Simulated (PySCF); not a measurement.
**Dipole moment and polarisability of `CS[Si@H](N)N[SiH3]`**

Species: CH₁₀N₂SSi₂.
Cartesian coordinates in Å at the GFN2-xTB level; atoms count from 1:
```
atom  x, y, z in Å
C1     2.1052   -0.8919   -0.0614
S2     1.4841    0.0962   -1.4591
Si3   -0.1637    1.0861   -0.4910
N4     0.5344    2.2081    0.6158
N5    -1.0850    0.0116    0.4964
Si6   -2.0363   -1.3453   -0.0085
H7     2.4163   -0.2303    0.7406
H8     1.3206   -1.5606    0.2794
H9     2.9521   -1.4630   -0.4265
H10   -0.9910    1.5683   -1.5864
H11    1.3086    2.7621    0.2852
H12   -0.0833    2.7800    1.1689
H13   -0.8930    0.0816    1.4819
H14   -3.0209   -0.8610   -0.9734
H15   -1.2111   -2.3878   -0.6289
H16   -2.6448   -1.8450    1.2247
```

Level: PBE0/def2-SVPD (PySCF), static field, nuclei fixed, core orbitals frozen in the response. The polarisability tensor in these axes (au):

```
x   107.69   1.23  -2.88
y     1.23 101.65  -0.75
z    -2.88  -0.75  92.44
```

Give the principal values, the mean and the anisotropy Δα = √{½[(α1 − α2)² + (α2 − α3)² + (α1 − α3)²]}.

Principal values 91.89, 101.41 and 108.48 au; mean 100.59 au = 14.91 Å³ = 16.59 × 10⁻⁴⁰ C²·m²/J; Δα = 14.42 au (14 % of the mean).

What is the dipole moment, and where does it point?

(-0.17, 0.88, 2.29) D, 2.46 D in size, pointing from the negative to the positive side. Measured along this direction, the outermost atoms are S2 and H15 at the negative end and H12 at the positive end.

Orientational against electronic polarisability at 400 K (dilute gas, rigid molecules)?

In Gaussian units μ²/3kT = 36.53 Å³ against 14.91 Å³, a ratio of 2.45; the Debye molar polarisation (4π/3)N_A(α + μ²/3kT) is 129.7 cm³/mol, leaving out the vibrational part.

What would n − 1 = 2πNα be for an ideal gas of these molecules at 500 K and 1 atm, electronic part alone?

N = p/kT = 1.4678 × 10¹⁹ cm⁻³, so n − 1 = 2π × N × 14.91 × 10⁻²⁴ cm³ = 1375 × 10⁻⁶ at long wavelengths, for an ideal gas.

Directions of the eigenvectors, and the extent of the frame along each?

Largest value along (0.96, 0.19, -0.18), where the nuclei span 5.77 Å; middle along (-0.20, 0.98, -0.02), 4.81 Å; least along (0.18, 0.05, 0.98), 2.95 Å. The response follows the extents in order.

Form Σ f/ω² (atomic units) for the 6 lowest TDDFT singlets, given as eV and f, and set it beside the mean polarisability, which is this sum over all singlets: 5.55, 0.0049; 6.09, 0.0251; 6.19, 0.0089; 6.25, 0.0490; 6.52, 0.0216; 6.70, 0.0139.

They add up to 2.32 au, 2.3 % of the 100.59 au; the largest single term is 0.93 au, from the state at 6.25 eV. Terms in order: 0.12, 0.50, 0.17, 0.93, 0.38, 0.23 au. Higher excitations give the rest. The strengths listed sum to 0.123.

What depolarisation ratio follows for Rayleigh scattering of linearly polarised light, taking the static tensor?

ρ = 3Δα²/(45ᾱ² + 4Δα²) = 623.8/(455363 + 831.7) = 0.00137.

Isolated species at its GFN2-xTB geometry (one conformer only).

These values come from a run that also computed excited states. On one thread of an AMD EPYC 9R45, on a shared host, this took 15 s of wall time and 0.84 GiB of memory at its peak.
